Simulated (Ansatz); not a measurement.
`[CH3][GeH]([OH])[Cl]` → `[Cl][GeH]` + CH₃OH at 500 K and 1 bar (germylene formation by 1,1-elimination).

Isolated molecules relaxed with PBE0-D4/def2-TZVP in Ansatz; ΔE leaves out vibrations. CCSD(T)/CBS adds triple-zeta CCSD(T) − MP2 to the extrapolated MP2 energy (def2 sets, frozen cores). This one scheme is used for every species. For Ge outer-core shells are correlated without core-valence functions, which leaves a few kJ/mol of doubt a bond. Scalar relativity is left out up to krypton. Each species was taken in one conformer, which may not be the lowest.

```tsv
species	CCSD(T)/CBS energy (Eh)	H − E (kJ/mol)	S (J/(mol·K))
`[CH3][GeH]([OH])[Cl]`	-2652.20691	201.0	404.9
`[Cl][GeH]`	-2536.49422	38.3	287.7
CH₃OH	-115.61712	157.0	265.4
```

H − E and S are ideal-gas, rigid-rotor, harmonic terms from PBE0-D4/def2-TZVP, for one conformer and one mirror image of each species. 1 Eh = 2625.50 kJ/mol, R = 8.31446 J/(mol·K).

Task: By hand: ΔE, ΔH, ΔS and ΔG.

Result: ΔE = (-2536.49422) + (-115.61712) − (-2652.20691) = 0.09557 Eh = 250.9 kJ/mol. Δ(H − E) = 38.3 + 157.0 − 201.0 = -5.7, so ΔH = 245.2 kJ/mol. ΔS = 287.7 + 265.4 − 404.9 = 148.2 J/(mol·K). ΔG = 245.2 − 500 × (148.2)/1000 = 171.1 kJ/mol.

Task: By hand: the equilibrium constant, and the temperature at which ΔG would vanish if ΔH and ΔS stayed fixed.

Result: log₁₀ K = −ΔG/(RT ln 10) = -17.9. ΔG = 0 at ΔH/ΔS = 1655 K.

The number of gas molecules changes by +1, which sets the sign of ΔS. A doubt of 5 kJ/mol in ΔE shifts log₁₀ K by 0.5 here. Other conformers and mirror images would add mixing entropy, several J/(mol·K) or more a flexible species. These are equilibria of isolated gas molecules and say nothing of rates. Largest T1 diagnostic: 0.013 (customary marks: 0.02 for closed shells, 0.045 for open ones).
